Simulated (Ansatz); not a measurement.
Relaxation of CH$_{6}$BFO (10 atoms, charge 0, multiplicity 1), to a largest force component of 0.03 eV/Å in at most 50 steps.

The calculation used Ansatz, RKS PBE/def2-SVP.

```xyz
10
Properties=species:S:1:pos:R:3:forces:R:3
B 0.027 0.525 -0.381 0.05 -0.63 -0.01
O 0.032 -0.116 2.142 -0.06 0.63 -0.28
H -0.896 -0.419 2.149 -0.01 -0.02 0.00
C 1.425 0.034 -0.877 0.01 0.02 0.02
H 1.545 -1.063 -0.791 -0.01 0.00 0.01
H 1.493 0.272 -1.964 0.01 0.00 -0.01
H 2.270 0.542 -0.372 0.01 0.00 -0.01
H -1.019 -0.078 -0.583 -0.01 -0.01 0.00
F -0.113 1.761 0.120 -0.06 0.62 0.15
H -0.075 0.864 2.044 0.08 -0.59 0.14
```

Where does it end, and by what steps?

The forces met the threshold. After 7 steps the energy has fallen by 0.210 eV; O2 moved furthest, 0.52 Å.

| step | energy less start (eV) | largest force component (eV/Å) | accepted |
| --- | --- | --- | --- |
| 0 | 0.0000 | 0.634 | yes |
| 1 | -0.0445 | 1.342 | yes |
| 2 | -0.1266 | 1.264 | yes |
| 3 | -0.1816 | 0.858 | yes |
| 4 | -0.2055 | 0.185 | yes |
| 5 | -0.2083 | 0.072 | yes |
| 6 | -0.2095 | 0.081 | yes |
| 7 | -0.2101 | 0.018 | yes |

```xyz
10
Properties=species:S:1:pos:R:3
B -0.011 0.461 -0.126
O 0.080 -0.050 1.626
H -0.831 -0.356 1.805
C 1.378 0.015 -0.745
H 1.544 -1.080 -0.679
H 1.400 0.279 -1.825
H 2.242 0.528 -0.271
H -1.048 -0.138 -0.427
F -0.193 1.823 0.091
H 0.127 0.840 2.038
```

Whether the end is a true minimum wasn't checked by a vibrational analysis.

Time of the run: 14 s on 2 threads of Intel(R) Xeon(R) Platinum 8259CL CPU @ 2.50GHz (Skylake/Cascade Lake), with other jobs on the host, peak memory 0.17 GiB.
